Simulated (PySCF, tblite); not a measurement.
Parent: `[O:1]=[CH:2][C:3]1=[CH:4][C:5]([F:6])([F:7])[O:8]1` with O1–C2–C3–C4 0°, C4H2F2O2.

Computed geometry: GFN2-xTB, gas phase. One conformer each, not checked by frequencies here.

```
coordinate of the parent    value
                   O1=C2  1.199 Å
                   C2–C3  1.467 Å
                   C3=C4  1.346 Å
                   C4–C5  1.514 Å
                   C5–F6  1.334 Å
                   C5–F7  1.334 Å
                   C5–O8  1.416 Å
                   C3–O8  1.399 Å
                O1–C2–C3   123.8°
                C2–C3–C4   139.1°
                C2–C3–O8   123.6°
                C4–C3–O8    97.3°
                C3–C4–C5    85.7°
                C4–C5–F6   117.5°
                C4–C5–F7   117.6°
                C4–C5–O8    89.3°
                F6–C5–F7   106.9°
                F6–C5–O8   112.4°
                F7–C5–O8   112.4°
                C3–O8–C5    87.7°
```

Problem. How does the shared frame change in `[CH3:1][O:2][C:3]1=[C:4]([CH:5]=[O:6])[O:7][C:8]1([F:9])[F:10]` with C1–O2–C3–C4 180°, C3–C4–C5–O6 180°, C5H4F2O3? Atoms pair as O1 = O6, C2 = C5, C3 = C4, C4 = C3, C5 = C8, F6 = F9, F7 = F10, O8 = O7 (parent first).

Solution. 
```json
{"parent": "O1=C2", "relative": "O6=C5", "value in the relative": "1.200 Å", "change": "+0.001"}
{"parent": "C2–C3", "relative": "C5–C4", "value in the relative": "1.446 Å", "change": "-0.021"}
{"parent": "C3=C4", "relative": "C4=C3", "value in the relative": "1.357 Å", "change": "+0.011"}
{"parent": "C4–C5", "relative": "C3–C8", "value in the relative": "1.524 Å", "change": "+0.010"}
{"parent": "C5–F6", "relative": "C8–F9", "value in the relative": "1.341 Å", "change": "+0.007"}
{"parent": "C5–F7", "relative": "C8–F10", "value in the relative": "1.341 Å", "change": "+0.007"}
{"parent": "C5–O8", "relative": "C8–O7", "value in the relative": "1.390 Å", "change": "-0.026"}
{"parent": "C3–O8", "relative": "C4–O7", "value in the relative": "1.433 Å", "change": "+0.034"}
{"parent": "O1–C2–C3", "relative": "O6–C5–C4", "value in the relative": "127.0°", "change": "+3.2"}
{"parent": "C2–C3–C4", "relative": "C5–C4–C3", "value in the relative": "137.0°", "change": "-2.1"}
{"parent": "C2–C3–O8", "relative": "C5–C4–O7", "value in the relative": "128.1°", "change": "+4.5"}
{"parent": "C4–C3–O8", "relative": "C3–C4–O7", "value in the relative": "94.9°", "change": "-2.4"}
{"parent": "C3–C4–C5", "relative": "C4–C3–C8", "value in the relative": "86.5°", "change": "+0.8"}
{"parent": "C4–C5–F6", "relative": "C3–C8–F9", "value in the relative": "116.9°", "change": "-0.6"}
{"parent": "C4–C5–F7", "relative": "C3–C8–F10", "value in the relative": "116.8°", "change": "-0.8"}
{"parent": "C4–C5–O8", "relative": "C3–C8–O7", "value in the relative": "89.6°", "change": "+0.3"}
{"parent": "F6–C5–F7", "relative": "F9–C8–F10", "value in the relative": "106.1°", "change": "-0.8"}
{"parent": "F6–C5–O8", "relative": "F9–C8–O7", "value in the relative": "113.6°", "change": "+1.2"}
{"parent": "F7–C5–O8", "relative": "F10–C8–O7", "value in the relative": "113.6°", "change": "+1.2"}
{"parent": "C3–O8–C5", "relative": "C4–O7–C8", "value in the relative": "89.0°", "change": "+1.3"}
```

Of the parent's bonds, C3–O8 changes most (+0.034 Å). Bonds of the relative outside the shared frame: C1–O2 1.425, O2–C3 1.316 Å. Point group Cs → Cs.
